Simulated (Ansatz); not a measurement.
AlClH2SSi (`Cl[SiH]1[AlH][S]1`). Total charge 0; spin multiplicity 1.

Z-matrix (Å, degrees):
```
Si
Al 1 2.313
S 1 2.178 2 58.0
Cl 1 2.062 2 123.9 3 98.6
H 1 1.481 2 129.8 3 -93.6
H 2 1.572 1 165.9 3 -174.8
```

Q: List the harmonic frequencies (cm⁻¹, unscaled) at PBE0-D4/def2-TZVP in Ansatz. (An estimate is asked.)

A: The calculation gave: 133, 164, 341, 399, 421, 495, 521, 604, 661, 789, 1976, 2233.

Q: Is this a minimum?

A: Yes, all 12 modes are real.

Q: Give the ideal-gas thermochemistry at 298.15 K and 1 bar (rigid rotor, harmonic oscillator; point group C1, symmetry number 1).

A: Zero-point energy 52.3 kJ/mol; H(298) − E = 70.2 kJ/mol; entropy 330.0 J/(mol·K), of which translation 169.0, rotation 115.9, vibration 45.0; G(298) − E = -28.2 kJ/mol.

Q: And at 400, 500, 600, 800 and 1000 K?

A: 
```tsv
T (K)	H − E (kJ/mol)	S (J/mol/K)	G − E (kJ/mol)
400	79.9	357.8	-63.2
500	90.2	380.7	-100.2
600	101.0	400.4	-139.3
800	123.8	433.1	-222.7
1000	147.6	459.7	-312.1
```
